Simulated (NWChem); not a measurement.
System: InGeH5; SMILES [InH2][GeH3]

Input file for NWChem:

```
start job
memory heap 200 mb stack 900 mb global 1100 mb
geometry units angstroms noautoz
  In    -0.004789     1.058034     0.000000
  Ge    -0.027260    -1.558896     0.000000
  H     -0.723444    -2.148234     1.245172
  H      1.421932    -2.097741     0.000000
  H     -0.723444    -2.148234    -1.245172
  H      0.014935     1.937233     1.499489
  H      0.014935     1.937233    -1.499489
end
basis spherical
  In library def2-svp
  Ge library def2-svp
  H library def2-svp
end
ecp
  In library def2-ecp
end
dft
  xc xcamb88 1.00 lyp 0.81 vwn_5 0.19 hfexch 1.00
  cam 0.33 cam_alpha 0.19 cam_beta 0.46
  iterations 150
  mulliken
end
task dft energy
```

Parts of the log:

```
             Northwest Computational Chemistry Package (NWChem) 7.3.0
             --------------------------------------------------------

 CS  symmetry detected

                             Geometry "geometry" -> ""
                             -------------------------

 Output coordinates in angstroms (scale by  1.889725989 to convert to a.u.)

  No.       Tag          Charge          X              Y              Z
 ---- ---------------- ---------- -------------- -------------- --------------
    1 In                  49.0000    -0.00108672    -1.06458404     0.00000000
    2 Ge                  32.0000    -0.00115703     1.55244244     0.00000000
    3 H                    1.0000    -0.69227103     2.14771790     1.24517200
    4 H                    1.0000     1.45259418     2.07886320     0.00000000
    5 H                    1.0000    -0.69227103     2.14771790    -1.24517200
    6 H                    1.0000     0.01111097    -1.94391966     1.49948900
    7 H                    1.0000     0.01111097    -1.94391966    -1.49948900

 Effective nuclear repulsion energy (a.u.)     412.4490090191

      Symmetry information
      --------------------

 Group name             Cs
 Group number              2
 Group order               2
 No. of unique centers     5

                                 NWChem DFT Module
                                 -----------------

 Summary of "ao basis" -> "ao basis" (spherical)
 ------------------------------------------------------------------------------
       Tag                 Description            Shells   Functions and Types
 ---------------- ------------------------------  ------  ---------------------
 In                         def2-svp                10       26   4s4p2d
 Ge                         def2-svp                12       32   5s4p3d
 H                          def2-svp                 3        5   2s1p

      Symmetry analysis of basis
      --------------------------

        a'         54
        a"         29

            General Information
            -------------------
          SCF calculation type: DFT
          Wavefunction type:  closed shell.
          No. of atoms     :     7
          No. of electrons :    58
           Alpha electrons :    29
            Beta electrons :    29
          Charge           :     0
          Spin multiplicity:     1
          Use of symmetry is: on ; symmetry adaption is: on
          Maximum number of iterations: 150
          AO basis - number of functions:    83
                     number of shells:    37
          Convergence on energy requested:  1.00D-06
          Convergence on density requested:  1.00D-05
          Convergence on gradient requested:  5.00D-04

              XC Information
              --------------
                     Hartree-Fock (Exact) Exchange  1.000
                   CAM-Becke88 Exchange Functional  1.000
                      VWN V Correlation Functional  0.190 local
              Lee-Yang-Parr Correlation Functional  0.810

           Range-Separation Parameters
           ---------------------------
           Alpha           :  0.19
           Beta            :  0.46
           Gamma           :  0.33
           Short-Range HF  :     F

             Grid Information
             ----------------
          Grid used for XC integration:  medium
          Radial quadrature: Mura-Knowles
          Angular quadrature: Lebedev.
          Tag              B.-S. Rad. Rad. Pts. Rad. Cut. Ang. Pts.
          ---              ---------- --------- --------- ---------
          In                  1.55      123          10.0       590
          Ge                  1.25      112          11.0       590
          H                   0.35       45          12.0       434
          Grid pruning is: on
          Number of quadrature shells:   370
          Spatial weights used:  Erf1

      Superposition of Atomic Density Guess
      -------------------------------------

 Sum of atomic energies:       -2295.59018731

      Non-variational initial energy
      ------------------------------

 Total energy =   -2267.148593
 1-e energy   =   -3633.764056
 2-e energy   =    1165.101578
 HOMO         =      -0.262909
 LUMO         =      -0.027157

      Symmetry analysis of molecular orbitals - initial
      -------------------------------------------------

  Numbering of irreducible representations:

     1 a'          2 a"

  Orbital symmetries:

     1 a'          2 a'          3 a"          4 a'          5 a'
     6 a'          7 a'          8 a"          9 a'         10 a'
    11 a"         12 a'         13 a'         14 a"         15 a'
    16 a'         17 a'         18 a"         19 a"         20 a'
    21 a'         22 a'         23 a"         24 a'         25 a'
    26 a"         27 a'         28 a"         29 a'         30 a'
    31 a'         32 a"         33 a'         34 a'         35 a'
    36 a"         37 a'         38 a'         39 a'

     ---------------------------------------------
      Total Density - Mulliken Population Analysis
     ---------------------------------------------

    Atom       Charge   Shell Charges
 -----------   ------   -------------------------------------------------------
    1 In  21    20.39   2.60 -0.60  0.84  0.43  3.23  2.77  0.78  0.32  9.69  0.34
    2 Ge  32    31.96   2.00  2.00  2.00  1.10  0.29  6.00  5.98  1.26  1.29  8.13  1.81  0.11
    3 H    1     1.07   0.68  0.38  0.01
    4 H    1     1.07   0.67  0.38  0.01
    5 H    1     1.07   0.68  0.38  0.01
    6 H    1     1.22   0.68  0.53  0.01
    7 H    1     1.22   0.68  0.53  0.01

   convergence    iter        energy       DeltaE   RMS-Dens  Diis-err
 ---------------- ----- ----------------- --------- --------- ---------
 d= 0,ls=0.0,diis     1  -2269.9095701906 -2.47D+03  7.66D-03  1.50D-01
 d= 0,ls=0.0,diis     2  -2269.9335462961 -2.40D-02  1.17D-03  3.06D-02
 d= 0,ls=0.0,diis     3  -2269.9354227208 -1.88D-03  4.35D-04  3.78D-03
 d= 0,ls=0.0,diis     4  -2269.9356085396 -1.86D-04  1.94D-04  2.47D-04
 d= 0,ls=0.0,diis     5  -2269.9356337442 -2.52D-05  3.87D-05  9.66D-06
  Resetting Diis
 d= 0,ls=0.0,diis     6  -2269.9356351813 -1.44D-06  1.36D-05  3.17D-07
 d= 0,ls=0.0,diis     7  -2269.9356352587 -7.75D-08  3.62D-06  2.97D-08

         Total DFT energy =    -2269.935635258746
      One electron energy =    -3634.127021232251
           Coulomb energy =     1260.326552016237
    Exchange-Corr. energy =      -97.649050950510
 Nuclear repulsion energy =      201.513884907778

 Numeric. integr. density =       58.000003413648

                  Occupations of the irreducible representations
                  ----------------------------------------------

                     irrep           alpha         beta
                     --------     --------     --------
                     a'               20.0         20.0
                     a"                9.0          9.0

                       DFT Final Molecular Orbital Analysis
                       ------------------------------------

 Vector   27  Occ=2.000000D+00  E=-3.972097D-01  Symmetry=a'
              MO Center=  4.8D-01,  1.9D+00,  5.5D-13, r^2= 2.3D+00
   Bfn.  Coefficient  Atom+Function         Bfn.  Coefficient  Atom+Function
  ----- ------------  ---------------      ----- ------------  ---------------
    64      0.366539  4 H  s                 38      0.329059  2 Ge px
    65      0.215669  4 H  s                 41      0.199441  2 Ge px
    35     -0.198423  2 Ge px                59     -0.183007  3 H  s
    69     -0.183007  5 H  s                 60     -0.104818  3 H  s
    70     -0.104818  5 H  s                 32      0.064910  2 Ge px

 Vector   28  Occ=2.000000D+00  E=-3.480182D-01  Symmetry=a"
              MO Center= -1.8D-02, -1.5D+00, -5.2D-16, r^2= 3.7D+00
   Bfn.  Coefficient  Atom+Function         Bfn.  Coefficient  Atom+Function
  ----- ------------  ---------------      ----- ------------  ---------------
    13      0.345043  1 In pz                74      0.302549  6 H  s
    79     -0.302549  7 H  s                 75      0.206202  6 H  s
    80     -0.206202  7 H  s                 18      0.157626  1 In d -1
    16      0.120594  1 In pz                10     -0.116270  1 In pz
     7     -0.108011  1 In pz                59     -0.080114  3 H  s

 Vector   29  Occ=2.000000D+00  E=-3.116465D-01  Symmetry=a'
              MO Center= -1.6D-04,  1.6D-01,  1.2D-14, r^2= 4.3D+00
   Bfn.  Coefficient  Atom+Function         Bfn.  Coefficient  Atom+Function
  ----- ------------  ---------------      ----- ------------  ---------------
    12      0.365305  1 In py                39     -0.322885  2 Ge py
    42     -0.240320  2 Ge py                36      0.188314  2 Ge py
    30      0.157033  2 Ge s                 74     -0.154960  6 H  s
    79     -0.154960  7 H  s                 75     -0.122167  6 H  s
    80     -0.122167  7 H  s                  3      0.115613  1 In s

 Vector   30  Occ=0.000000D+00  E=-4.525335D-02  Symmetry=a'
              MO Center= -1.3D-02, -9.3D-01, -7.8D-16, r^2= 4.9D+00
   Bfn.  Coefficient  Atom+Function         Bfn.  Coefficient  Atom+Function
  ----- ------------  ---------------      ----- ------------  ---------------
    14      0.624225  1 In px                11      0.469441  1 In px
    65     -0.183194  4 H  s                  8     -0.139973  1 In px
     5     -0.129866  1 In px                60      0.093683  3 H  s
    70      0.093683  5 H  s                 64     -0.091686  4 H  s
    41      0.079615  2 Ge px                59      0.044374  3 H  s

[...]
```

Level: CAM-B3LYP/def2-SVP with def2 effective core potentials on In. All runs use the structure optimised with PBE0/def2-SVP. def2 effective core potentials on In; no spin-orbit coupling.
